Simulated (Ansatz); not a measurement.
Geometry optimisation, Ansatz, RKS B3LYP-D4/def2-SVP.

Input file:

```yaml
crystal:
  periodic: [false, false, false]
  atoms:
    - { symbol: B, position_ang: [-0.106793, -0.323876, -0.132836] }
    - { symbol: F, position_ang: [-0.091791, -0.707769, 1.148204] }
    - { symbol: O, position_ang: [1.026518, -0.409461, -0.863903] }
    - { symbol: H, position_ang: [1.781979, -0.75203, -0.365436] }
    - { symbol: H, position_ang: [-1.142018, -0.022125, -0.652325] }
    - { symbol: O, position_ang: [0.018588, 2.008244, 1.030963] }
    - { symbol: H, position_ang: [0.958628, 2.218321, 1.122001] }
    - { symbol: H, position_ang: [-0.133211, 1.333396, 1.731833] }
basis:
  gaussian: { orbitals: def2-SVP }
hamiltonian:
  xc: b3lyp
  dispersion: d4
relax:
  f_tol: 0.03
  max_steps: 50
output:
  orbitals: {}
```

Run as:

```bash
$ ansatz run input.yaml --threads 1 --pin off --max-ram 2048MiB --backend cpu --events-out ev --progress --plain --runs-dir out
```

**Question.** Where does it end, and by what steps?

**Answer.** The forces met the threshold. After 8 steps the energy has fallen by 0.039 eV; H7 moved furthest, 0.41 Å.

| step | energy less start (eV) | largest force component (eV/Å) | accepted |
| --- | --- | --- | --- |
| 0 | 0.0000 | 0.608 | yes |
| 1 | -0.0146 | 0.383 | yes |
| 2 | -0.0204 | 0.512 | yes |
| 3 | -0.0265 | 0.363 | yes |
| 4 | -0.0317 | 0.179 | yes |
| 5 | -0.0344 | 0.231 | yes |
| 6 | -0.0357 | 0.263 | yes |
| 7 | -0.0376 | 0.141 | yes |
| 8 | -0.0389 | 0.014 | yes |

```xyz
8
Properties=species:S:1:pos:R:3
B -0.128 -0.240 -0.094
F -0.216 -0.912 1.074
O 1.077 -0.199 -0.726
H 1.768 -0.640 -0.212
H -1.125 0.064 -0.688
O -0.013 1.760 0.999
H 0.874 2.057 0.750
H 0.075 1.455 1.915
```

Whether the end is a true minimum wasn't checked by a vibrational analysis.

Time of the run: 27 s on 1 thread of Arm Neoverse V1, on a shared host, peak memory 0.13 GiB.
